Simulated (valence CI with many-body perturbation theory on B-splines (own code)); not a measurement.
## Forbidden lines of Pm XLI

Calculated by valence CI with perturbative core correlation (CI+MBPT): three valence electrons over a frozen Dirac-Fock core [Ar], a basis of 7 s, 7 p, 8 d, 6 f, 4 g, 1 h functions for each j, with the one-electron correlation potential Σ1, the two-electron term Σ2, the three-electron term Σ3, Breit, model QED; selected CI, second order for the rest, scaled by the run's own slope (own B-spline code, finite nucleus).

The last digits are not significant, and no measured levels were compared; by estimate large intervals hold to a few tenths of a per cent, small ones and those within an open d or f shell to about a per cent. Only levels of the ground parity were solved; by the run's estimate the other parity begins above the list, which can be wrong where configurations are misplaced.

Lines 1 to 50 of 61 in falling wavelength, among levels below 109.98 eV, chosen from the decays that carry over 1 % of a level's rate. Wavelengths and rates use the calculated energies. Weak lines are less certain than strong ones. Lines between different terms over intervals too small for the method are left out, as are lines whose strength nearly cancels. The highest levels of a list are the least certain. Branching is blank where the lifetime is uncertain.

Levels are named by their leading jj configuration (3d3/2^4 stands for four electrons in 3d with j = 3/2), which in mixed levels can hold well under half, so a name can repeat and another be missing. Letters in brackets count levels of one name in rising energy.

```tsv
λ vac (Å)	Upper	Lower	Type	A (s⁻¹)	Branch %
11890	(3d3/2^2 3d5/2) J=9/2	(3d3/2^2 3d5/2) J=7/2	M1	5.24e+00	100.0
3257	(3d3/2^2 3d5/2) J=1/2	(3d3/2^2 3d5/2) J=3/2	M1	6.60e+02	1.2
1711	(3d3/2^2 3d5/2) J=7/2	(3d3/2^2 3d5/2) J=5/2 [a]	M1	3.53e+03	99.8
1578	(3d3/2 3d5/2^2) J=11/2	(3d3/2 3d5/2^2) J=9/2	M1	1.39e+03	
1316	(3d3/2 3d5/2^2) J=5/2 [b]	(3d3/2 3d5/2^2) J=3/2 [a]	M1	3.07e+03	1.9
1007	(3d3/2 3d5/2^2) J=5/2 [a]	(3d3/2 3d5/2^2) J=7/2 [a]	M1	3.57e+03	1.7
808.4	(3d5/2^3) J=3/2	(3d3/2 3d5/2^2) J=3/2 [b]	M1	8.85e+03	1.9
711.4	(3d3/2^2 3d5/2) J=5/2 [b]	(3d3/2^2 3d5/2) J=7/2	M1	2.92e+03	6.2
686.8	(3d3/2 3d5/2^2) J=5/2 [a]	(3d3/2^2 3d5/2) J=5/2 [b]	M1	1.97e+04	9.2
676.6	(3d3/2 3d5/2^2) J=7/2 [b]	(3d3/2 3d5/2^2) J=7/2 [a]	M1	6.68e+03	5.2
650.0	(3d3/2^2 3d5/2) J=5/2 [b]	(3d3/2^2 3d5/2) J=3/2	M1	2.03e+04	43.0
586.4	(3d3/2 3d5/2^2) J=3/2 [b]	(3d3/2 3d5/2^2) J=1/2	M1	2.35e+04	7.0
565.9	(3d5/2^3) J=9/2	(3d3/2 3d5/2^2) J=11/2	M1	1.37e+04	3.0
560.5	(3d3/2 3d5/2^2) J=5/2 [b]	(3d3/2^2 3d5/2) J=5/2 [b]	M1	6.52e+04	41.0
558.8	(3d5/2^3) J=5/2	(3d3/2 3d5/2^2) J=3/2 [b]	M1	1.81e+04	2.6
541.5	(3d3/2^2 3d5/2) J=5/2 [a]	(3d3/2^3) J=3/2	M1	1.71e+05	100.0
535.1	(3d3/2 3d5/2^2) J=7/2 [a]	(3d3/2^2 3d5/2) J=7/2	M1	6.82e+04	19.1
532.3	(3d3/2 3d5/2^2) J=3/2 [b]	(3d3/2 3d5/2^2) J=3/2 [a]	M1	3.85e+04	11.5
515.2	(3d3/2 3d5/2^2) J=7/2 [b]	(3d3/2^2 3d5/2) J=5/2 [b]	M1	9.88e+03	7.7
502.5	(3d3/2^2 3d5/2) J=5/2 [b]	(3d3/2^2 3d5/2) J=5/2 [a]	M1	5.00e+03	10.6
495.3	(3d3/2 3d5/2^2) J=9/2	(3d3/2^2 3d5/2) J=9/2	M1	1.27e+05	61.6
475.4	(3d3/2 3d5/2^2) J=9/2	(3d3/2^2 3d5/2) J=7/2	M1	7.89e+04	38.3
443.4	(3d3/2 3d5/2^2) J=3/2 [a]	(3d3/2^2 3d5/2) J=1/2	M1	4.82e+04	9.9
435.1	(3d3/2^2 3d5/2) J=3/2	(3d3/2^3) J=3/2	M1	1.51e+05	99.3
424.5	(3d5/2^3) J=3/2	(3d3/2 3d5/2^2) J=5/2 [b]	M1	4.97e+03	1.0
416.5	(3d5/2^3) J=9/2	(3d3/2 3d5/2^2) J=9/2	M1	1.87e+05	40.8
411.7	(3d3/2 3d5/2^2) J=1/2	(3d3/2^2 3d5/2) J=1/2	M1	2.75e+05	94.2
407.6	(3d3/2 3d5/2^2) J=7/2 [a]	(3d3/2^2 3d5/2) J=5/2 [a]	M1	2.89e+05	80.9
390.3	(3d3/2 3d5/2^2) J=3/2 [a]	(3d3/2^2 3d5/2) J=3/2	M1	2.83e+05	58.1
383.8	(3d3/2^2 3d5/2) J=1/2	(3d3/2^3) J=3/2	M1	5.55e+04	98.7
379.4	(3d5/2^3) J=9/2	(3d3/2 3d5/2^2) J=7/2 [a]	M1	2.54e+05	55.2
376.9	(3d3/2 3d5/2^2) J=11/2	(3d3/2^2 3d5/2) J=9/2	M1	8.89e+04	
372.6	(3d5/2^3) J=3/2	(3d3/2 3d5/2^2) J=5/2 [a]	M1	1.88e+05	39.5
365.5	(3d3/2 3d5/2^2) J=1/2	(3d3/2^2 3d5/2) J=3/2	M1	1.40e+04	4.8
363.5	(3d5/2^3) J=5/2	(3d3/2 3d5/2^2) J=7/2 [b]	M1	7.36e+04	10.4
349.5	(3d3/2 3d5/2^2) J=5/2 [a]	(3d3/2^2 3d5/2) J=7/2	M1	2.23e+04	10.4
344.5	(3d3/2 3d5/2^2) J=3/2 [b]	(3d3/2^2 3d5/2) J=5/2 [b]	M1	1.67e+05	49.8
343.8	(3d5/2^3) J=5/2	(3d3/2 3d5/2^2) J=5/2 [b]	M1	1.52e+05	21.5
339.9	(3d5/2^3) J=3/2	(3d3/2 3d5/2^2) J=1/2	M1	9.59e+04	20.2
334.0	(3d3/2 3d5/2^2) J=5/2 [a]	(3d3/2^2 3d5/2) J=3/2	M1	1.38e+05	64.5
331.8	(3d3/2 3d5/2^2) J=3/2 [a]	(3d3/2^2 3d5/2) J=5/2 [a]	M1	1.45e+05	29.7
321.0	(3d5/2^3) J=3/2	(3d3/2 3d5/2^2) J=3/2 [a]	M1	1.58e+05	33.3
313.5	(3d3/2 3d5/2^2) J=5/2 [b]	(3d3/2^2 3d5/2) J=7/2	M1	7.78e+04	48.9
309.0	(3d5/2^3) J=5/2	(3d3/2 3d5/2^2) J=5/2 [a]	M1	1.19e+05	16.8
306.5	(3d3/2 3d5/2^2) J=7/2 [b]	(3d3/2^2 3d5/2) J=9/2	M1	5.14e+04	40.0
301.0	(3d3/2 3d5/2^2) J=5/2 [b]	(3d3/2^2 3d5/2) J=3/2	M1	4.35e+03	2.7
298.8	(3d3/2 3d5/2^2) J=7/2 [b]	(3d3/2^2 3d5/2) J=7/2	M1	4.47e+04	34.8
290.2	(3d3/2 3d5/2^2) J=5/2 [a]	(3d3/2^2 3d5/2) J=5/2 [a]	M1	2.47e+04	11.6
272.6	(3d5/2^3) J=5/2	(3d3/2 3d5/2^2) J=3/2 [a]	M1	2.06e+05	29.1
265.0	(3d3/2 3d5/2^2) J=5/2 [b]	(3d3/2^2 3d5/2) J=5/2 [a]	M1	6.11e+03	3.8
```
